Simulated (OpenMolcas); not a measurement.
Cr²⁺: Racah parameters, the spin-orbit constant, worked from levels

| Item | Value |
| --- | --- |
| Program | OpenMolcas 26.06 |
| Basis | ANO-RCC-VTZP [6s5p3d2f1g] |
| Scalar Hamiltonian | DKH2, point nucleus |
| Active space | 4 electrons in 10 orbitals (3d 4d) |
| State averaging | 2S+1 = 5 even, 5 roots; 2S+1 = 3 even, 45 roots; 2S+1 = 1 even, 44 roots |
| Spin-orbit coupling | state interaction with AMFI integrals over the reference wave functions, term energies averaged over their components |

Methods: CASSCF; MS-CASPT2, IPEA 0.25 Eh, imaginary shift 0.1 Eh (closed shells correlated: 3s 3p). Measured levels: Sugar and Corliss, J. Phys. Chem. Ref. Data 6, 317 (1977).

**Racah parameters.** Above ⁵D, d4 has ³G at 9B + 4C, ³H at 4B + 4C and ³D at 16B + 4C. The first two fix B and C, and the third tests them; where it misses by thousands of cm-1, two parameters do not describe the configuration (Trees and configuration-interaction terms are left out) and B and C hang on the terms chosen. Term energies are centres of gravity, weighted by 2J + 1.

| Source | ³G | ³H | B | C | C/B | ³D from B, C | ³D found |
| --- | --- | --- | --- | --- | --- | --- | --- |
| CASSCF | 23976 | 18952 | 1005 | 3733 | 3.71 | 31012 | 31082 |
| MS-CASPT2 | 21306 | 17668 | 728 | 3689 | 5.07 | 26404 | 26360 |
| measured | 20521 | 17065 | 691 | 3575 | 5.17 | 25356 | 25418 |

Energies in cm-1. From CASSCF to MS-CASPT2, B changes by -27.6 % and C by -1.2 %. Against the measured terms, MS-CASPT2 has B off by +5.4 % and C by +3.2 %.

**The spin-orbit constant.** For the Hund term ⁵D of d4, E(J) = (A/2) J(J+1) + constant and ζ = 2S·A = 4A. From J = 0 to J = 4 the energy changes by 10 A.

```csv
Source,E(4) - E(0),A,ζ
CASSCF,635.7,63.6,254
MS-CASPT2,637.3,63.7,255
measured,576.1,57.6,230
```

All in cm-1. MS-CASPT2 is off by +10.6 % and CASSCF by +10.3 %. Both methods take the spin-orbit matrix elements from the reference wave functions, so the second can move ζ only through the term energies and any multistate remixing. Second-order mixing with other terms is absorbed into this ζ.

CASPT2 breaks the degeneracy within a term, and the mean is taken; among the terms shown or strongly mixed into the levels shown the widest spread is 230 cm-1 (3d⁴ ³G, MS-CASPT2). Active for correlation alone: 4d; no level in the range computed is led by a configuration that fills it, so any true level of that kind is missing. Without dynamic correlation excited terms often stand tens of per cent too high (terms of higher spin than the ground term too low), and those without a measured partner can miss by more than the paired ones (holds for CASSCF). Computed and measured levels are paired by configuration, term and J; levels that our copy of the source lacks, or whose pairing is in doubt (as where it misses far off the trend of its configuration), stay unpaired and out of the deviations. Only configurations of the active space appear.
